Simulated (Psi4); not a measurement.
F₄S, triplet, at a GFN2-xTB geometry (a higher spin typed on purpose: for a closed-shell molecule this is an excited state); TPSS/def2-SVP (Psi4).

Psi4 was given this input:
```
memory 2 GB

molecule {
0 3
  F    -0.88748391    1.44310378    0.28411590
  S     0.00000000   -0.00000000   -0.00000000
  F    -1.00741767   -0.35465509   -1.34544694
  F     1.00741767    0.35465509    1.34544694
  F     0.88748391   -1.44310378   -0.28411590
symmetry c1
}

set basis def2-svp
set reference uks

energy('tpss')
print_variables()
```

It wrote (shortened):

```
   => Loading Basis Set <=

    Name: DEF2-SVP
    Role: ORBITAL
    Keyword: BASIS

         ---------------------------------------------------------
                                   SCF
               by Justin Turney, Rob Parrish, Andy Simmonett
                          and Daniel G. A. Smith
                              UKS Reference
         ---------------------------------------------------------

  ==> Geometry <==

    Molecular point group: c1
    Full point group: S2

    Geometry (in Angstrom), charge = 0, multiplicity = 3:

       Center              X                  Y                   Z               Mass
    ------------   -----------------  -----------------  -----------------  -----------------
         F            0.000000000000    -1.717817817754    -0.000000000000    18.998403162730
         S           -0.000000000000    -0.000000000000    -0.000000000000    31.972071174400
         F           -1.717817820098    -0.000000002060     0.000000000000    18.998403162730
         F            1.717817820098     0.000000002060    -0.000000000000    18.998403162730
         F           -0.000000000000     1.717817817754     0.000000000000    18.998403162730

  Running in c1 symmetry.

  Rotational constants: A =      0.15035  B =      0.15035  C =      0.07517 [cm^-1]
  Rotational constants: A =   4507.29412  B =   4507.29410  C =   2253.64705 [MHz]
  Nuclear repulsion =  272.965675135661854

  Charge       = 0
  Multiplicity = 3
  Electrons    = 52
  Nalpha       = 27
  Nbeta        = 25

  ==> Algorithm <==

  SCF Algorithm Type is DF.
  DIIS enabled.
  MOM disabled.
  Fractional occupation disabled.
  Guess Type is SAD.
  Energy threshold   = 1.00e-06
  Density threshold  = 1.00e-06
  Integral threshold = 1.00e-12

  ==> Primary Basis <==

  Basis Set: DEF2-SVP
    Blend: DEF2-SVP
    Number of shells: 32
    Number of basis functions: 74
    Number of Cartesian functions: 79
    Spherical Harmonics?: true
    Max angular momentum: 2

  ==> DFT Potential <==

   => LibXC <=

    Version 7.1.2
    S. Lehtola, C. Steigemann, M. J. T. Oliveira, and M. A. L. Marques,  SoftwareX 7, 1–5 (2018) (10.1016/j.softx.2017.11.002)

   => Composite Functional: TPSS <=

    TPSS Meta-GGA XC Functional

    J. Tao, et al., Phys. Rev. Lett., 91, 146401, 2003

    Deriv               =              1
    GGA                 =           TRUE
    Meta                =           TRUE

    Exchange Hybrid     =          FALSE
[...]
      Ntotal   =   51.9999498597 ; deviation = -5.014e-05

   @Spin Contamination Metric:   3.434685279E-03
   @S^2 Expected:                2.000000000E+00
   @S^2 Observed:                2.003434685E+00
   @S   Expected:                1.000000000E+00
   @S   Observed:                1.000000000E+00

    Orbital Energies [Eh]
    ---------------------

    Alpha Occupied:

[...]
    Alpha Virtual:

[...]
    Beta Occupied:

[...]
      25A     -0.348069

    Beta Virtual:

[...]
      74A      3.522053

    Final Occupation by Irrep:
              A
    DOCC [    25 ]
    SOCC [     2 ]
    NA   [    27 ]
    NB   [    25 ]

  @DF-UKS Final Energy:  -797.00015480417301

   => Energetics <=

    Nuclear Repulsion Energy =            272.9656751356618543
    One-Electron Energy =               -1648.9335221827736859
    Two-Electron Energy =                 646.4716552504606852
    DFT Exchange-Correlation Energy =     -67.5039630075219179
    Empirical Dispersion Energy =           0.0000000000000000
    VV10 Nonlocal Energy =                  0.0000000000000000
    Total Energy =                       -797.0001548041730075

  UHF NO Occupations:
  HONO-2 :   25  A 1.9993691
  HONO-1 :   26  A 1.0000000
  HONO-0 :   27  A 1.0000000
  LUNO+0 :   28  A 0.0006309
  LUNO+1 :   29  A 0.0002943
  LUNO+2 :   30  A 0.0002943
  LUNO+3 :   31  A 0.0001883

Computation Completed

Properties will be evaluated at   0.000000,   0.000000,   0.000000 [a0]

Properties computed using the SCF density matrix

 Multipole Moments:

 ------------------------------------------------------------------------------------
     Multipole            Electronic (a.u.)      Nuclear  (a.u.)        Total (a.u.)
 ------------------------------------------------------------------------------------

 L = 1.  Multiply by 2.5417464519 to convert [e a0] to [Debye]
 Dipole X            :          0.0000000            0.0000000            0.0000000
 Dipole Y            :          0.0000000            0.0000000            0.0000000
 Dipole Z            :          0.0000000           -0.0000000            0.0000000
 Magnitude           :                                                    0.0000000

 ------------------------------------------------------------------------------------

  Variable Map:
  ----------------------------------------------------------------------------
[...]
  Array Variable Map:
  ----------------------------------------------------------------------------
[...]
[...]
```
